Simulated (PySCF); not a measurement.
**Fractional electron number in Fe (iron, neutral)**

The 4s beta orbital of [Ar] 3d6 4s2 is emptied in steps (occupation f), with all orbitals relaxed, ending at [Ar] 3d6 4s1. All numbers are calculated (PySCF 2.14, the non-relativistic Hamiltonian (point nucleus), in def2-SVP). The exact energy is a straight line in f; departures are measured from the line between the end points of the same method.

| f | TPSS (eV) |
| --- | --- |
| 1 | 0.000 |
| 0.9 | -0.259 |
| 0.7 | -0.613 |
| 0.5 | -0.744 |
| 0.3 | -0.648 |
| 0.1 | -0.292 |
| 0 | 0.000 |

Q: For TPSS, how does the orbital energy at f = 1 compare with the removal energy?

A: −ε = 4.543 eV against a total-energy difference of 7.409 eV. By Janak's theorem ε = ∂E/∂f, so the gap between them reflects the curvature. Along the path −ε is 5.091 (f = 0.9), 6.195 (f = 0.7), 7.311 (f = 0.5), 8.488 (f = 0.3), 9.979 (f = 0.1) eV.

Reference removal energy between the ground levels: 7.902 eV (measured; NIST Atomic Spectra Database, ionization energies). The calculation has no spin-orbit coupling.
